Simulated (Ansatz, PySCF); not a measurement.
Input for PySCF:
```python
from pyscf import gto, scf, dft

mol = gto.Mole()
mol.atom = '''
    O     2.284579    0.402063   -0.048601
    C     1.149213    0.222098    0.199064
    C     0.087086    1.327827    0.283926
    C    -1.138626    0.993989   -0.527222
    C    -1.774425   -0.323811   -0.092098
    C    -0.713115   -1.398146   -0.314805
    C     0.527580   -1.148540    0.503822
    H    -0.158391    1.427635    1.345339
    H     0.571154    2.241566   -0.070569
    H    -1.879781    1.788107   -0.367779
    H    -0.905391    0.985460   -1.594551
    H    -2.658391   -0.534295   -0.691714
    H    -2.069929   -0.283281    0.956283
    H    -1.142226   -2.358281    0.000413
    H    -0.464562   -1.492791   -1.374487
    H     1.305663   -1.887693    0.296101
    H     0.298948   -1.143432    1.573645
'''
mol.basis = 'sto-3g'
mol.charge = 1
mol.spin = 1
mol.verbose = 4
mol.build()

mf = dft.UKS(mol)
mf.xc = 'pbe'
mf.grids.atom_grid = (99, 590)
mf.grids.prune = None
mf.kernel()
```

Q: Write the same job for Ansatz (a program for electronic structure).

A: This is not unique; one that fits is 
Ansatz 0.2 input:
```yaml
crystal:
  periodic: [false, false, false]
  atoms:
    - {symbol: O, position_ang: [2.28457943, 0.40206330, -0.04860078]}
    - {symbol: C, position_ang: [1.14921283, 0.22209750, 0.19906429]}
    - {symbol: C, position_ang: [0.08708612, 1.32782686, 0.28392559]}
    - {symbol: C, position_ang: [-1.13862627, 0.99398946, -0.52722219]}
    - {symbol: C, position_ang: [-1.77442548, -0.32381132, -0.09209757]}
    - {symbol: C, position_ang: [-0.71311533, -1.39814608, -0.31480493]}
    - {symbol: C, position_ang: [0.52758006, -1.14854000, 0.50382244]}
    - {symbol: H, position_ang: [-0.15839096, 1.42763462, 1.34533885]}
    - {symbol: H, position_ang: [0.57115359, 2.24156623, -0.07056933]}
    - {symbol: H, position_ang: [-1.87978133, 1.78810716, -0.36777892]}
    - {symbol: H, position_ang: [-0.90539144, 0.98545999, -1.59455139]}
    - {symbol: H, position_ang: [-2.65839076, -0.53429509, -0.69171366]}
    - {symbol: H, position_ang: [-2.06992885, -0.28328091, 0.95628315]}
    - {symbol: H, position_ang: [-1.14222559, -2.35828051, 0.00041272]}
    - {symbol: H, position_ang: [-0.46456230, -1.49279134, -1.37448721]}
    - {symbol: H, position_ang: [1.30566255, -1.88769301, 0.29610135]}
    - {symbol: H, position_ang: [0.29894808, -1.14343203, 1.57364487]}
basis:
  gaussian:
    orbitals: STO-3G
hamiltonian:
  xc: pbe
total_charge: 1
magnetization: {spin_polarized: true, initial_magnetization: 1}
accuracy: high
```

Both were run: PySCF gave -305.378314 Eh and Ansatz -305.378314 Eh, 0.000 mEh apart.
